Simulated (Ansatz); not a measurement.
Two members of one family (Series AsX3), computed with Ansatz in the gas phase. The two geometries come from different levels. Binding counts from free atoms in the multiplicity of their measured ground term, without zero-point energy. A dash marks a value that wasn't run or was left out as unsound. The structures are stationary points that may keep the symmetry of their start. Remarks come from the PBE and PBE0 runs and from stability tests at other levels; not every state was tested. HOMO above LUMO (over both spins in singlets and doublets, within one spin in higher multiplets; at PBE or PBE0), or a gap under 0.15 eV within one spin, warns that the state may not be the lowest or that an electron is smeared out.

First: As(SMe)3 (singlet, charge 0, PBE-D4/def2-SVP geometry).

```xyz
16

As    0.209    0.077   -0.047
S    -0.247   -1.088    1.851
C     0.747   -0.101    3.035
H     1.814   -0.054    2.741
H     0.670   -0.617    4.012
H     0.337    0.923    3.140
S    -0.846   -1.343   -1.472
C     0.545   -2.489   -1.814
H     1.424   -1.959   -2.231
H     0.177   -3.212   -2.567
H     0.835   -3.042   -0.899
S    -1.503    1.558    0.147
C    -1.087    2.657   -1.263
H    -0.067    3.081   -1.170
H    -1.819    3.488   -1.237
H    -1.189    2.121   -2.226
```

```
              level  HOMO (eV)  LUMO (eV)  gap (eV)  vertical IE (eV)  vertical triplet (eV)  binding per atom (eV)
    PBE-D4/def2-SVP      -5.15      -1.50      3.65                 –                      –                   3.68
   PBE-D4/def2-TZVP      -5.29      -1.70      3.59              7.67                   3.42                   3.68
r2SCAN-D4/def2-TZVP      -5.52      -1.57      3.95                 –                   3.54                   3.60
   PBE0-D4/def2-SVP      -6.32      -0.74      5.58                 –                      –                   3.60
  PBE0-D4/def2-TZVP      -6.39      -0.90      5.49              8.03                   3.71                   3.61
```

Remarks: gap within one spin near zero at PBE or PBE0 (triplet).

Second: As(OEt)3 (singlet, charge 0, r2SCAN-D4/def2-SVP geometry).

```xyz
25

As    0.726   -0.747    0.264
O    -0.299   -0.916   -1.192
C     0.345   -1.091   -2.451
C    -0.724   -1.264   -3.506
H     0.974   -0.209   -2.678
H     1.014   -1.978   -2.432
H    -0.272   -1.399   -4.501
H    -1.349   -2.143   -3.281
H    -1.377   -0.377   -3.533
O     1.189    0.948   -0.068
C     1.923    1.651    0.930
C     2.264    3.021    0.383
H     1.313    1.744    1.850
H     2.850    1.103    1.200
H     2.828    3.608    1.126
H     2.873    2.930   -0.529
H     1.344    3.568    0.129
O    -0.625   -0.330    1.358
C    -1.473   -1.381    1.810
C    -2.472   -0.794    2.783
H    -1.997   -1.839    0.948
H    -0.882   -2.183    2.302
H    -3.157   -1.572    3.157
H    -1.952   -0.342    3.642
H    -3.066   -0.009    2.290
```

Task: What does the change do? Estimate second minus first.

Result: 
```csv
level,Δ HOMO (eV),Δ LUMO (eV),Δ gap (eV),Δ vertical IE (eV),Δ vertical triplet (eV),Δ binding per atom (eV)
PBE-D4/def2-SVP,-0.47,1.02,1.49,–,–,0.46
PBE-D4/def2-TZVP,-0.51,0.98,1.49,0.73,1.27,0.43
r2SCAN-D4/def2-TZVP,-0.55,1.07,1.62,–,1.24,0.42
PBE0-D4/def2-SVP,-0.68,1.12,1.79,–,–,0.45
PBE0-D4/def2-TZVP,-0.71,1.06,1.76,0.81,1.22,0.41
```
